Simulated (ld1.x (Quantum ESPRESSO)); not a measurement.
## C (Z = 6), TM: configuration errors across variants

carbon (C), norm-conserving Troullier–Martins (Kleinman–Bylander form), made with ld1.x (Quantum ESPRESSO) 7.5 (PBEsol, scalar-relativistic). Core [He], reference 2s2 2p1 (charge +1). Waves: 2s (bound): rc 1.10 bohr; 2p (bound): rc 1.45 bohr; 3d channel at 0.3 Ry: rc 1.25 bohr. Local part: all-electron potential smoothed inside 0.85 bohr (lloc = -2). Core correction: Bessel-smoothed model core inside 1.10 bohr.

All-electron excitation energies from the reference (eV): (1) 2s2 2p2 -10.789; (2) 2s2 2p0 24.019; (3) 2s1 2p0 71.982; (4) 2s1 2p2 8.713; (5) 2s2 2p2.3 -11.933; (6) 2s1 2p3 -2.362; (7) 2s2 2p1.5 -6.856.

Errors AE − PS in meV (a dash: test not solved or not reliable):

| change | (1) | (2) | (3) | (4) | (5) | (6) | (7) | bound ghosts |
| --- | --- | --- | --- | --- | --- | --- | --- | --- |
| base | +8.2 | +46 | +147 | +6.5 | +9.9 | +23 | +3.5 | none |
| wave 2p (bound): rc 1.45 bohr becomes 2p (bound): rc 0.94 bohr | +4.3 | +25 | +100 | +4.5 | +5.3 | +11 | +1.8 | none |
| wave 2p (bound): rc 1.45 bohr becomes 2p (bound): rc 1.12 bohr | +5.1 | +29 | +108 | +5.7 | +6.2 | +14 | +2.1 | none |
| wave 2p (bound): rc 1.45 bohr becomes 2p (bound): rc 1.26 bohr | +6.0 | +34 | +120 | +6.3 | +7.3 | +17 | +2.5 | none |
| wave 2p (bound): rc 1.45 bohr becomes 2p (bound): rc 1.40 bohr | +7.3 | +41 | +136 | +6.5 | +8.8 | +21 | +3.1 | none |
| wave 2p (bound): rc 1.45 bohr becomes 2p (bound): rc 1.56 bohr | +9.3 | +52 | +161 | +6.4 | +11 | +26 | +3.9 | none |
| wave 2p (bound): rc 1.45 bohr becomes 2p (bound): rc 1.68 bohr | +12 | +63 | +188 | +5.9 | +14 | +31 | +4.9 | none |
| wave 2p (bound): rc 1.45 bohr becomes 2p (bound): rc 1.88 bohr | +18 | +92 | +258 | +4.5 | +22 | +46 | +7.5 | none |
| wave 2p (bound): rc 1.45 bohr becomes 2p (bound): rc 2.18 bohr | +33 | +153 | +400 | +1.3 | +41 | +80 | +13 | none |

(1) Give the same row for: wave 2p (bound): rc 1.45 bohr becomes 2p (bound): rc 2.04 bohr.

Results:

(1) +24, +118, +319, +3.2, +30, +60, +9.9; bound ghosts: none.
